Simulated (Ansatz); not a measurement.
Process, species as SMILES: C[SiH](C)N[SiH3] -> [CH2][SiH](C)N[SiH3] + H atom (the C-H bond at the site shown breaks; other sites are not compared here)
Geometries: B3LYP-D3(BJ)/def2-TZVP minima from Ansatz (an electronic-structure program), one conformer each, not searched for the lowest.

Quantity: bond dissociation energy (electronic energy difference), in kcal/mol. Correlated levels leave the core frozen unless marked. UHF or UKS for open shells. No spin-orbit coupling. Non-relativistic. Basis-set limits of correlation are two-point, X^-3; Hartree-Fock from the larger set.

CCSD(T)/CBS(cc-pV(T+d)Z,cc-pV(Q+d)Z) (Ansatz) gives 108.2 kcal/mol.

Q: Another calculation gave 117.5 kcal/mol. Which level was it?
A) B2PLYP/def2-TZVPD (Ansatz)
B) revPBE/def2-TZVPD (Ansatz)
C) SVWN5/def2-TZVPD (Ansatz)

A: C, SVWN5/def2-TZVPD (Ansatz). The others give 105.6 (B2PLYP), 102.5 (revPBE) kcal/mol.
